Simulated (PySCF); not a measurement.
Nb(O)(OH)(Me)2 (C₂H₇NbO₂), SMILES [CH3][Nb]([CH3])(=[O])[OH], multiplicity 1. Geometry optimised at PBE-D3(BJ)/def2-SVP. The multiplicity is an assumed one; other spin states were not compared. The def2 effective core potentials stand for the cores of Nb; spin–orbit coupling is left out. The values are those of a single conformer.

Computed equilibrium geometry at PBE-D3(BJ)/def2-SVP (PySCF confirms it by a frequency run) as bond lengths and angles, and its point group (one conformer of several):
point group Cs.
Atoms: Nb1 O2 O3 H4 C5 H6 H7 H8 C9 H10 H11 H12. Bonded distances (Å): Nb1–O2 1.715, Nb1–O3 1.905, Nb1–C5 2.162, Nb1–C9 2.162, O3–H4 0.974, C5–H6 1.114, C5–H7 1.112, C5–H8 1.110, C9–H10 1.110, C9–H11 1.112, C9–H12 1.114. Angles (°): O2–Nb1–O3 111.7, O2–Nb1–C5 106.1, O2–Nb1–C9 106.1, O3–Nb1–C5 111.4, O3–Nb1–C9 111.4, C5–Nb1–C9 109.9, Nb1–O3–H4 130.2, Nb1–C5–H6 108.3, Nb1–C5–H7 110.9, Nb1–C5–H8 113.1, H6–C5–H7 108.6, H6–C5–H8 107.3, H7–C5–H8 108.5, Nb1–C9–H10 113.1, Nb1–C9–H11 110.9, Nb1–C9–H12 108.3, H10–C9–H11 108.5, H10–C9–H12 107.3, H11–C9–H12 108.6.
